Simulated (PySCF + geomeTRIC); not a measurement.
Computed with PySCF + geomeTRIC with BP86-D3(BJ)/def2-SVP. fastk is a local helper that only speeds up exchange builds. No frequencies were computed at this level.

```python
import json, numpy as np
from pyscf import gto, dft
from fastk import lowrank_exchange
atoms = """
Mo     0.199181    -0.011227    -0.308877
O      1.605251     0.687659     0.412278
H      2.394190     1.076738     0.801802
O     -1.172015    -0.624820    -1.168984
H     -1.947276    -0.929799    -1.650545
O      1.287935    -1.354003    -1.141215
H      1.509337    -2.280260    -1.056189
C      0.145060    -1.537732     1.298951
H      1.058078    -2.133973     1.279989
H     -0.690217    -2.220250     1.138330
H      0.047056    -1.139770     2.305271
C     -1.192900     0.875414     1.188097
H     -0.622254     1.275107     2.030778
H     -1.861428     0.122873     1.611359
H     -1.839470     1.687125     0.861320
C     -0.261588     1.979806    -1.057227
H     -1.274722     2.152541    -1.422458
H      0.397774     2.027517    -1.941341
H     -0.007260     2.840963    -0.438743
"""
def scf(charge, spin, dm0=None):
    mol = gto.M(atom=atoms, basis='def2-svp', ecp={'Mo': 'def2-svp'}, charge=charge, spin=spin, verbose=3, max_memory=3360)
    mf = dft.KS(mol, xc='bp86').density_fit(auxbasis="def2-universal-jkfit")
    mf.disp = 'd3bj'
    mf.grids.level = 3
    mf.conv_tol = 1e-8
    mf.max_cycle = 120
    mf.level_shift = 0.25
    mf.kernel(dm0)
    if not mf.converged:
        mf = mf.newton().run(mf.mo_coeff, mf.mo_occ).undo_soscf()
    return mf
mf = scf(0, 0)
from pyscf.geomopt.geometric_solver import kernel as optimize
path = []
done, mol = optimize(mf, maxsteps=120, assert_convergence=False, callback=lambda env: path.append((env["energy"], bool(env["g_scanner"].converged))))
res = dict(converged=bool(done and path[-1][1]), energy=path[-1][0], path=[e for e, c in path], xyz=mol.atom_coords(unit="Angstrom").tolist(), nao=mol.nao)
json.dump(res, open("result.json", "w"))
```

Output:

```
converged SCF energy = -415.282370530003
Geometry optimization cycle 1
converged SCF energy = -415.282370537982
cycle 1: E = -415.282370538  dE = -415.282  norm(grad) = 0.136706
Geometry optimization cycle 2
converged SCF energy = -415.302260686201
cycle 2: E = -415.302260686  dE = -0.0198901  norm(grad) = 0.0407499
Geometry optimization cycle 3
converged SCF energy = -415.305025384873
cycle 3: E = -415.305025385  dE = -0.0027647  norm(grad) = 0.0262171
Geometry optimization cycle 4
converged SCF energy = -415.307929356627
cycle 4: E = -415.307929357  dE = -0.00290397  norm(grad) = 0.0153269
Geometry optimization cycle 5
converged SCF energy = -415.30902668144
cycle 5: E = -415.309026681  dE = -0.00109732  norm(grad) = 0.00942292
Geometry optimization cycle 6
converged SCF energy = -415.310000463659
cycle 6: E = -415.310000464  dE = -0.000973782  norm(grad) = 0.0157158
Geometry optimization cycle 7
converged SCF energy = -415.311994622642
cycle 7: E = -415.311994623  dE = -0.00199416  norm(grad) = 0.0324143
Geometry optimization cycle 8
converged SCF energy = -415.31358665826
cycle 8: E = -415.313586658  dE = -0.00159204  norm(grad) = 0.0444427
Geometry optimization cycle 9
converged SCF energy = -415.317762094676
cycle 9: E = -415.317762095  dE = -0.00417544  norm(grad) = 0.0273876
Geometry optimization cycle 10
converged SCF energy = -415.321469832933
cycle 10: E = -415.321469833  dE = -0.00370774  norm(grad) = 0.0208267
Geometry optimization cycle 11
converged SCF energy = -415.322385754342
cycle 11: E = -415.322385754  dE = -0.000915921  norm(grad) = 0.0101618
Geometry optimization cycle 12
converged SCF energy = -415.322819174338
cycle 12: E = -415.322819174  dE = -0.00043342  norm(grad) = 0.00548529
Geometry optimization cycle 13
converged SCF energy = -415.323043290083
cycle 13: E = -415.32304329  dE = -0.000224116  norm(grad) = 0.00340607
Geometry optimization cycle 14
converged SCF energy = -415.323138993807
cycle 14: E = -415.323138994  dE = -9.57037e-05  norm(grad) = 0.00317841
Geometry optimization cycle 15
converged SCF energy = -415.32334547492
cycle 15: E = -415.323345475  dE = -0.000206481  norm(grad) = 0.00499951
Geometry optimization cycle 16
converged SCF energy = -415.323534937604
cycle 16: E = -415.323534938  dE = -0.000189463  norm(grad) = 0.00643383
Geometry optimization cycle 17
converged SCF energy = -415.323933148466
cycle 17: E = -415.323933148  dE = -0.000398211  norm(grad) = 0.00965814
Geometry optimization cycle 18
converged SCF energy = -415.324477480278
cycle 18: E = -415.32447748  dE = -0.000544332  norm(grad) = 0.011685
Geometry optimization cycle 19
converged SCF energy = -415.325125174928
cycle 19: E = -415.325125175  dE = -0.000647695  norm(grad) = 0.0140387
Geometry optimization cycle 20
converged SCF energy = -415.325631798419
cycle 20: E = -415.325631798  dE = -0.000506623  norm(grad) = 0.0119371
Geometry optimization cycle 21
converged SCF energy = -415.326521266799
cycle 21: E = -415.326521267  dE = -0.000889468  norm(grad) = 0.00848092
Geometry optimization cycle 22
converged SCF energy = -415.326444242927
cycle 22: E = -415.326444243  dE = 7.70239e-05  norm(grad) = 0.0153104
Geometry optimization cycle 23
converged SCF energy = -415.327517392319
cycle 23: E = -415.327517392  dE = -0.00107315  norm(grad) = 0.00832331
Geometry optimization cycle 24
converged SCF energy = -415.327780693032
cycle 24: E = -415.327780693  dE = -0.000263301  norm(grad) = 0.00378408
Geometry optimization cycle 25
converged SCF energy = -415.327967236451
cycle 25: E = -415.327967236  dE = -0.000186543  norm(grad) = 0.00243507
Geometry optimization cycle 26
converged SCF energy = -415.328096606252
cycle 26: E = -415.328096606  dE = -0.00012937  norm(grad) = 0.00311178
Geometry optimization cycle 27
converged SCF energy = -415.328146758628
cycle 27: E = -415.328146759  dE = -5.01524e-05  norm(grad) = 0.00266504
Geometry optimization cycle 28
converged SCF energy = -415.328199649451
cycle 28: E = -415.328199649  dE = -5.28908e-05  norm(grad) = 0.00167418
Geometry optimization cycle 29
converged SCF energy = -415.328212716658
cycle 29: E = -415.328212717  dE = -1.30672e-05  norm(grad) = 0.00106202
Geometry optimization cycle 30
converged SCF energy = -415.328222175487
cycle 30: E = -415.328222175  dE = -9.45883e-06  norm(grad) = 0.00133891
Geometry optimization cycle 31
converged SCF energy = -415.328229423474
cycle 31: E = -415.328229423  dE = -7.24799e-06  norm(grad) = 0.00186394
Geometry optimization cycle 32
converged SCF energy = -415.32823294402
cycle 32: E = -415.328232944  dE = -3.52055e-06  norm(grad) = 0.00177767
Geometry optimization cycle 33
converged SCF energy = -415.328233914998
cycle 33: E = -415.328233915  dE = -9.70978e-07  norm(grad) = 0.00118233
Geometry optimization cycle 34
converged SCF energy = -415.328235511717
cycle 34: E = -415.328235512  dE = -1.59672e-06  norm(grad) = 0.00091269
Geometry optimization cycle 35
converged SCF energy = -415.328238832467
cycle 35: E = -415.328238832  dE = -3.32075e-06  norm(grad) = 0.00100878
Geometry optimization cycle 36
converged SCF energy = -415.328241605394
cycle 36: E = -415.328241605  dE = -2.77293e-06  norm(grad) = 0.000949086
Geometry optimization cycle 37
converged SCF energy = -415.328244259475
cycle 37: E = -415.328244259  dE = -2.65408e-06  norm(grad) = 0.000626768
Geometry optimization cycle 38
converged SCF energy = -415.328245930647
cycle 38: E = -415.328245931  dE = -1.67117e-06  norm(grad) = 0.000417681
Geometry optimization cycle 39
converged SCF energy = -415.328246796533
cycle 39: E = -415.328246797  dE = -8.65886e-07  norm(grad) = 0.000336112
<class 'geometric.internal.Distance'> : 18
<class 'geometric.internal.Angle'> : 25
<class 'geometric.internal.LinearAngle'> : 6
<class 'geometric.internal.OutOfPlane'> : 10
<class 'geometric.internal.Dihedral'> : 50
<class 'geometric.internal.TranslationX'> : 1
<class 'geometric.internal.TranslationY'> : 1
<class 'geometric.internal.TranslationZ'> : 1
<class 'geometric.internal.RotationA'> : 1
<class 'geometric.internal.RotationB'> : 1
<class 'geometric.internal.RotationC'> : 1
Step    0 : Gradient = 3.136e-02/8.958e-02 (rms/max) Energy = -415.2823705380
Step    1 : Displace = 1.003e-01/1.654e-01 (rms/max) Trust = 1.000e-01 (=) Grad = 9.349e-03/2.037e-02 (rms/max) E (change) = -415.3022606862 (-1.989e-02) Quality = 0.714
Step    2 : Displace = 1.023e-01/1.726e-01 (rms/max) Trust = 1.000e-01 (=) Grad = 6.015e-03/1.329e-02 (rms/max) E (change) = -415.3050253849 (-2.765e-03) Quality = 0.389
Step    3 : Displace = 5.009e-02/8.598e-02 (rms/max) Trust = 1.000e-01 (=) Grad = 3.516e-03/7.099e-03 (rms/max) E (change) = -415.3079293566 (-2.904e-03) Quality = 1.287
Step    4 : Displace = 3.032e-02/7.667e-02 (rms/max) Trust = 1.414e-01 (+) Grad = 2.162e-03/4.356e-03 (rms/max) E (change) = -415.3090266814 (-1.097e-03) Quality = 1.309
Step    5 : Displace = 4.559e-02/1.116e-01 (rms/max) Trust = 2.000e-01 (+) Grad = 3.605e-03/8.901e-03 (rms/max) E (change) = -415.3100004637 (-9.738e-04) Quality = 1.450
Step    6 : Displace = 1.167e-01/3.424e-01 (rms/max) Trust = 2.828e-01 (+) Grad = 7.436e-03/1.797e-02 (rms/max) E (change) = -415.3119946226 (-1.994e-03) Quality = 1.308
Step    7 : Displace = 1.670e-01/4.935e-01 (rms/max) Trust = 3.000e-01 (+) Grad = 1.020e-02/1.896e-02 (rms/max) E (change) = -415.3135866583 (-1.592e-03) Quality = 0.725
Step    8 : Displace = 4.665e-02/1.159e-01 (rms/max) Trust = 3.000e-01 (=) Grad = 6.283e-03/1.248e-02 (rms/max) E (change) = -415.3177620947 (-4.175e-03) Quality = 1.429
Step    9 : Displace = 9.845e-02/2.811e-01 (rms/max) Trust = 3.000e-01 (=) Grad = 4.778e-03/1.299e-02 (rms/max) E (change) = -415.3214698329 (-3.708e-03) Quality = 0.941
Step   10 : Displace = 4.148e-02/1.259e-01 (rms/max) Trust = 3.000e-01 (=) Grad = 2.331e-03/4.509e-03 (rms/max) E (change) = -415.3223857543 (-9.159e-04) Quality = 1.021
Step   11 : Displace = 2.070e-02/5.080e-02 (rms/max) Trust = 3.000e-01 (=) Grad = 1.258e-03/2.349e-03 (rms/max) E (change) = -415.3228191743 (-4.334e-04) Quality = 1.394
Step   12 : Displace = 2.177e-02/4.988e-02 (rms/max) Trust = 3.000e-01 (=) Grad = 7.814e-04/1.594e-03 (rms/max) E (change) = -415.3230432901 (-2.241e-04) Quality = 1.122
Step   13 : Displace = 1.184e-02/2.559e-02 (rms/max) Trust = 3.000e-01 (=) Grad = 7.292e-04/1.446e-03 (rms/max) E (change) = -415.3231389938 (-9.570e-05) Quality = 1.578
Step   14 : Displace = 3.760e-02/8.105e-02 (rms/max) Trust = 3.000e-01 (=) Grad = 1.147e-03/2.304e-03 (rms/max) E (change) = -415.3233454749 (-2.065e-04) Quality = 1.282
Step   15 : Displace = 3.955e-02/8.559e-02 (rms/max) Trust = 3.000e-01 (=) Grad = 1.476e-03/2.879e-03 (rms/max) E (change) = -415.3235349376 (-1.895e-04) Quality = 1.485
Step   16 : Displace = 8.734e-02/2.062e-01 (rms/max) Trust = 3.000e-01 (=) Grad = 2.216e-03/5.530e-03 (rms/max) E (change) = -415.3239331485 (-3.982e-04) Quality = 1.419
Step   17 : Displace = 9.782e-02/2.521e-01 (rms/max) Trust = 3.000e-01 (=) Grad = 2.681e-03/6.605e-03 (rms/max) E (change) = -415.3244774803 (-5.443e-04) Quality = 1.561
Step   18 : Displace = 1.516e-01/4.362e-01 (rms/max) Trust = 3.000e-01 (=) Grad = 3.221e-03/6.371e-03 (rms/max) E (change) = -415.3251251749 (-6.477e-04) Quality = 0.918
Step   19 : Displace = 5.689e-02/8.503e-02 (rms/max) Trust = 3.000e-01 (=) Grad = 2.739e-03/4.470e-03 (rms/max) E (change) = -415.3256317984 (-5.066e-04) Quality = 0.635
Step   20 : Displace = 5.581e-02/1.597e-01 (rms/max) Trust = 3.000e-01 (=) Grad = 1.946e-03/3.550e-03 (rms/max) E (change) = -415.3265212668 (-8.895e-04) Quality = 1.521
Step   21 : Displace = 1.380e-01/4.386e-01 (rms/max) Trust = 3.000e-01 (=) Grad = 3.512e-03/8.884e-03 (rms/max) E (change) = -415.3264442429 (+7.702e-05) Quality = -0.078
Step   22 : Displace = 7.292e-02/2.109e-01 (rms/max) Trust = 6.901e-02 (-) Grad = 1.909e-03/4.097e-03 (rms/max) E (change) = -415.3275173923 (-1.073e-03) Quality = 0.747
Step   23 : Displace = 2.878e-02/5.322e-02 (rms/max) Trust = 6.901e-02 (=) Grad = 8.681e-04/1.877e-03 (rms/max) E (change) = -415.3277806930 (-2.633e-04) Quality = 1.040
Step   24 : Displace = 1.819e-02/5.432e-02 (rms/max) Trust = 9.759e-02 (+) Grad = 5.586e-04/1.171e-03 (rms/max) E (change) = -415.3279672365 (-1.865e-04) Quality = 1.495
Step   25 : Displace = 2.759e-02/7.183e-02 (rms/max) Trust = 1.380e-01 (+) Grad = 7.139e-04/1.499e-03 (rms/max) E (change) = -415.3280966063 (-1.294e-04) Quality = 0.985
Step   26 : Displace = 7.808e-03/1.237e-02 (rms/max) Trust = 1.952e-01 (+) Grad = 6.114e-04/1.389e-03 (rms/max) E (change) = -415.3281467586 (-5.015e-05) Quality = 1.389
Step   27 : Displace = 1.440e-02/3.023e-02 (rms/max) Trust = 2.760e-01 (+) Grad = 3.841e-04/9.615e-04 (rms/max) E (change) = -415.3281996495 (-5.289e-05) Quality = 1.070
Step   28 : Displace = 6.481e-03/1.571e-02 (rms/max) Trust = 3.000e-01 (+) Grad = 2.436e-04/5.439e-04 (rms/max) E (change) = -415.3282127167 (-1.307e-05) Quality = 1.018
Step   29 : Displace = 6.622e-03/1.526e-02 (rms/max) Trust = 3.000e-01 (=) Grad = 3.072e-04/8.472e-04 (rms/max) E (change) = -415.3282221755 (-9.459e-06) Quality = 0.777
Step   30 : Displace = 7.894e-03/1.694e-02 (rms/max) Trust = 3.000e-01 (=) Grad = 4.276e-04/1.248e-03 (rms/max) E (change) = -415.3282294235 (-7.248e-06) Quality = 0.549
Step   31 : Displace = 9.042e-03/1.555e-02 (rms/max) Trust = 3.000e-01 (=) Grad = 4.078e-04/1.159e-03 (rms/max) E (change) = -415.3282329440 (-3.521e-06) Quality = 0.256
Step   32 : Displace = 6.551e-03/1.164e-02 (rms/max) Trust = 3.000e-01 (=) Grad = 2.712e-04/6.719e-04 (rms/max) E (change) = -415.3282339150 (-9.710e-07) Quality = 0.100
Step   33 : Displace = 3.249e-03/6.449e-03 (rms/max) Trust = 3.275e-03 (-) Grad = 2.094e-04/5.673e-04 (rms/max) E (change) = -415.3282355117 (-1.597e-06) Quality = 0.233
Step   34 : Displace = 1.667e-03/4.096e-03 (rms/max) Trust = 1.624e-03 (-) Grad = 2.314e-04/6.059e-04 (rms/max) E (change) = -415.3282388325 (-3.321e-06) Quality = 0.488
Step   35 : Displace = 1.718e-03/3.376e-03 (rms/max) Trust = 1.624e-03 (=) Grad = 2.177e-04/5.899e-04 (rms/max) E (change) = -415.3282416054 (-2.773e-06) Quality = 0.374
Step   36 : Displace = 1.754e-03/3.134e-03 (rms/max) Trust = 1.624e-03 (=) Grad = 1.438e-04/3.322e-04 (rms/max) E (change) = -415.3282442595 (-2.654e-06) Quality = 0.326
Step   37 : Displace = 1.735e-03/3.052e-03 (rms/max) Trust = 1.624e-03 (=) Grad = 9.582e-05/1.975e-04 (rms/max) E (change) = -415.3282459306 (-1.671e-06) Quality = 0.204
Step   38 : Displace = 8.513e-04/1.409e-03 (rms/max) Trust = 8.121e-04 (-) Grad = 7.711e-05/1.478e-04 (rms/max) E (change) = -415.3282467965 (-8.659e-07) Quality = 0.195
Converged! =D
```

Cost: very roughly 40 core-minutes.
